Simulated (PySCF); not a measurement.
# Computed structure and properties of BiCl3

System: BiCl3 (singlet); start: template (C3v). Method: PySCF 2.14.0, RKS PBE, Bi def2-SVP with ECP60, Cl def2-SVP; non-relativistic Hamiltonian with scalar-relativistic core potentials where named; density fitting; no spin-orbit coupling.

Input of the relaxation:

```python
mol = gto.M(atom='''
Bi     0.00000     0.00000     0.28288
Cl     2.32450    -0.00003    -0.56352
Cl    -1.16223     2.01309    -0.56352
Cl    -1.16227    -2.01306    -0.56352''',
    basis={'Bi': 'def2-SVP', 'Cl': 'def2-SVP'},
    ecp={'Bi': 'def2-SVP'},
    charge=0, spin=0)
mf = dft.RKS(mol, xc='PBE')
mf.grids.atom_grid = (50, 194)
mf = mf.density_fit()  # fitting sets: Bi def2-universal-JKFIT, Cl def2-universal-JKFIT
mf.conv_tol = 1e-08; mf.max_cycle = 55
mf.kernel(dm0)  # dm0: converged density of the start geometry
# quasi-Newton relaxation in Cartesian coordinates to a largest gradient under 0.00045 Eh/bohr, steps kept in the point group
```

Run from Python with OMP_NUM_THREADS=2; the lines above give its settings. Where DIIS fails, smearing, a level shift and second-order steps follow.
It took 9.2 s on 2 threads of Arm Neoverse V1 (shared host), from the converged density of the start.

Course of the relaxation:

```csv
step,energy above end (eV),largest force component within the symmetry (eV/Å)
0,0.1788,1.261
1,0.0286,0.422
2,0.0073,0.199
3,0.0001,0.010
4,0.0000,0.003
```

Relaxed geometry (C3v):

```xyz
4

Bi    0.0000    0.0000    0.5084
Cl    2.2057    0.0000   -0.6387
Cl   -1.1028    1.9102   -0.6387
Cl   -1.1029   -1.9102   -0.6387
```

| contact | Å |
| --- | --- |
| Bi1–Cl2 (Cl) | 2.486 |
| Bi1–Cl3 (Cl) | 2.486 |
| Bi1–Cl4 (Cl) | 2.486 |

On the finer grid (75, 302):

```
HOMO                                                          : -7.33 eV
LUMO                                                          : -3.23 eV
Dipole about the centre of mass                               : 3.73 D
Set of Mulliken populations of Bi1 outside the core potential : s 3.91, p 8.03, d 10.22
D3(BJ) dispersion energy (not in the energies)                : -0.152 eV
```

```json
{"atom": "Bi1", "Mulliken (e)": "0.83", "Löwdin (e)": "0.45", "spin (e)": "0.00"}
{"atom": "Cl2", "Mulliken (e)": "-0.28", "Löwdin (e)": "-0.15", "spin (e)": "0.00"}
{"atom": "Cl3", "Mulliken (e)": "-0.28", "Löwdin (e)": "-0.15", "spin (e)": "0.00"}
{"atom": "Cl4", "Mulliken (e)": "-0.28", "Löwdin (e)": "-0.15", "spin (e)": "0.00"}
```

On the grid (50, 194), as all that follows. Harmonic modes: a minimum; lowest 92 cm⁻¹ (negative: unstable), highest 336 cm⁻¹, zero-point energy 0.079 eV.

Taking off one Cl (charge -1, singlet; the rest: singlet) in vacuum, both parts rigid, costs 9.07 eV; the small basis without counterpoise inflates it. Most of it is the attraction of opposite charges; other ways to part are cheaper, and one spin state was tried for the rest.

Rigid scan of Cl along the line from its metal, all other atoms held (where the atom bridges, its other bond changes as well):

(distance to Cl2 (Å), energy (eV)): (2.19, 0.809), (2.29, 0.309), (2.39, 0.066), (2.49, 0.000), (2.59, 0.052), (2.69, 0.181), (2.89, 0.559), (3.19, 1.207), (3.59, 1.967)

One start shape was tried, so this needn't be the lowest isomer.
